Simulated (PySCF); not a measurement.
Compound: F5Ge2H.
Structure used (PBE0-D3(BJ)/def2-SVP), in Å, numbered top down from 1:
```xyz
8
F5Ge2H angstrom
F     -1.5613   -1.2168    1.2859
Ge    -1.2339   -0.1293   -0.0121
F     -1.8629    1.3987    0.4822
Ge     1.1802    0.0968   -0.0967
F      1.8837    0.7357    1.3310
F      1.6723    1.1156   -1.3915
F      1.9355   -1.4213   -0.3788
H     -1.9586   -0.5985   -1.2724
```

Method used: PySCF, PBE0-D3(BJ)/def2-SVP geometry optimisation, gas phase.

Masses are those of the commonest isotopes; rigid-rotor values at the optimised geometry. 

**Question.** What are A, B and C (cm⁻¹)?

**Answer.** Ia = 236.39, Ib = 625.17, Ic = 675.77 u·Å²; 505379 MHz·u·Å²/I gives 2138, 808.4 and 747.9 MHz, that is A = 0.07131, B = 0.02696, C = 0.02495 cm⁻¹.

**Question.** What kind of rotor is it?

**Answer.** A near-prolate asymmetric top; Ray's κ = -0.913.

**Question.** Is it planar, by Δ = Ic − Ia − Ib?

**Answer.** Not planar: Δ = Ic − Ia − Ib = -185.78 u·Å². For a rigid frame Δ = −2 Σ m c², so Σ m c² = 92.89 u·Å² lies off the ab plane: 3.14 from hydrogen and 89.75 from heavier atoms. The atom farthest from that plane is 1.76 Å away.

**Question.** Which lines would a microwave search look for?

**Answer.** The dipole components are |μa| = 1.59 D, |μb| = 0.05 D, |μc| = 2.25 D. The squared components, which scale the intensities, stand as 0.50 : 0.00 : 1.00 (a : b : c). Some of the stronger lines:

```tsv
type	branch	J(Ka,Kc)	MHz	lower level (cm⁻¹)
a	Q	3(1,2) ← 3(1,3)	363	0.351
c	Q	3(1,3) ← 3(0,3)	1187	0.311
c	Q	2(1,2) ← 2(0,2)	1271	0.156
c	Q	1(1,1) ← 1(0,1)	1330	0.052
a	R	1(0,1) ← 0(0,0)	1556	0.000
c	R	1(1,0) ← 0(0,0)	2946	0.000
a	R	2(1,2) ← 1(1,1)	3052	0.096
a	R	2(0,2) ← 1(0,1)	3110	0.052
a	R	2(1,1) ← 1(1,0)	3173	0.098
c	Q	3(2,2) ← 3(1,2)	3899	0.363
c	Q	2(2,1) ← 2(1,1)	3989	0.204
c	R	2(1,1) ← 1(0,1)	4563	0.052
a	R	3(1,3) ← 2(1,2)	4577	0.198
a	R	3(0,3) ← 2(0,2)	4661	0.156
a	R	3(2,2) ← 2(2,1)	4669	0.337
a	R	3(2,1) ← 2(2,0)	4677	0.337
a	R	3(1,2) ← 2(1,1)	4758	0.204
c	R	3(1,2) ← 2(0,2)	6211	0.156
c	Q	3(3,1) ← 3(2,1)	6790	0.493
c	R	2(2,0) ← 1(1,0)	7164	0.098
c	R	2(2,1) ← 1(1,1)	7222	0.096
c	R	3(2,1) ← 2(1,1)	8667	0.204
c	R	3(2,2) ← 2(1,2)	8839	0.198
c	R	3(3,0) ← 2(2,0)	11467	0.337
c	R	3(3,1) ← 2(2,1)	11469	0.337
```

Not checked by PBE0-D3(BJ)/def2-SVP frequencies. No vibrational averaging or centrifugal distortion is included, and the geometry carries the error of its method.

The run took 2.2 min of wall time on one thread, Arm Neoverse V1 (aarch64), shared host, and the process peaked at 0.61 GiB of memory. This is the geometry optimisation.
